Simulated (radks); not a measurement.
The chlorine anion Cl-, [Ar], held by a Watson sphere: a shell of charge +1 at radius R that stands for the Madelung well of a crystal (potential energy -1/R inside, -1/r outside, in hartree with lengths in bohr). Method: non-relativistic Kohn-Sham, PBEsol, spin-polarised, spherical densities, point nucleus; computed with a radial shooting solver on a logarithmic mesh with Libxc functionals. Response by self-consistent Sternheimer equations with the Hartree and adiabatic LDA kernel. The sphere does not respond.

\begin{tabular}{lrrrrrrr}
R (bohr) & e(2p) (eV) & e(3s) (eV) & e(3p) (eV) & <r> 3p (bohr) & sum of <r^2> (bohr^2) & X-ray form factor at sin(theta)/lambda = 0.2 1/angstrom & alpha (bohr^3) \\ \hline
2.03 & -189.41 & -20.618 & -8.986 & 1.874 & 32.76 & 12.204 & 17.63 \\
2.48 & -189.15 & -19.737 & -8.272 & 1.925 & 34.43 & 12.103 & 20.53 \\
2.59 & -189.06 & -19.534 & -8.094 & 1.935 & 34.79 & 12.085 & 21.28 \\
3.27 & -188.36 & -18.400 & -7.032 & 1.986 & 36.62 & 12.021 & 26.08 \\
3.9 & -187.66 & -17.529 & -6.173 & 2.015 & 37.78 & 12.001 & 30.36 \\
3.96 & -187.60 & -17.454 & -6.098 & 2.017 & 37.87 & 12.000 & 30.75 \\
4.06 & -187.49 & -17.333 & -5.976 & 2.020 & 38.02 & 11.998 & 31.38 \\
\end{tabular}
